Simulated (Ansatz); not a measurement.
Born–Oppenheimer molecular dynamics of CH7AlClN (11 atoms, charge 0, multiplicity 1). It starts at the highest image of a converged band, a first-order saddle point between two minima.

Level of theory: RKS PBE0-D4/def2-SVP in Ansatz 0.2.0.

- ensemble: NVE (velocity Verlet)
- time step: 0.5 fs
- steps asked: 200
- starting velocities drawn for: 300 K
- seed: 7763

First frame:

```xyz
11
Properties=species:S:1:pos:R:3
Al 0.250 -0.138 0.179
Cl -1.743 -1.605 1.030
C -0.298 0.316 -1.630
N 0.781 1.016 1.416
H -0.385 -1.931 0.828
H 0.831 -1.664 0.478
H -0.906 1.235 -1.649
H 0.580 0.489 -2.274
H -0.895 -0.489 -2.086
H 1.218 0.764 2.295
H 0.566 2.006 1.411
```

How far do the bonds stretch over the last three quarters of this one trajectory? (Pairs bonded in most of those frames.)


```csv
bond,mean (Å),spread (Å),shortest,longest
Al1–C3,1.975,0.052,1.88,2.03
Al1–N4,1.785,0.021,1.74,1.81
Al1–H6,1.612,0.041,1.54,1.69
Cl2–H5,1.301,0.024,1.26,1.36
C3–H7,1.104,0.005,1.09,1.11
C3–H8,1.104,0.006,1.09,1.12
C3–H9,1.103,0.008,1.09,1.12
N4–H10,1.015,0.015,0.99,1.04
N4–H11,1.018,0.021,0.98,1.05
```

Mean temperature of the second half: 181 K. The conserved energy stayed within 0.13 meV per atom of its start (net change 0.084 meV per atom), so the integration is sound. A run of 0.1 ps of so small a system gives no equilibrium averages. The orbitals stay closed-shell, which can raise the energy where a bond breaks towards radicals; this wasn't checked here.

Time of the run: 4.6 min on 2 threads of INTEL(R) XEON(R) PLATINUM 8581C CPU @ 2.10GHz (Emerald Rapids) (shared host), peak memory 0.23 GiB.
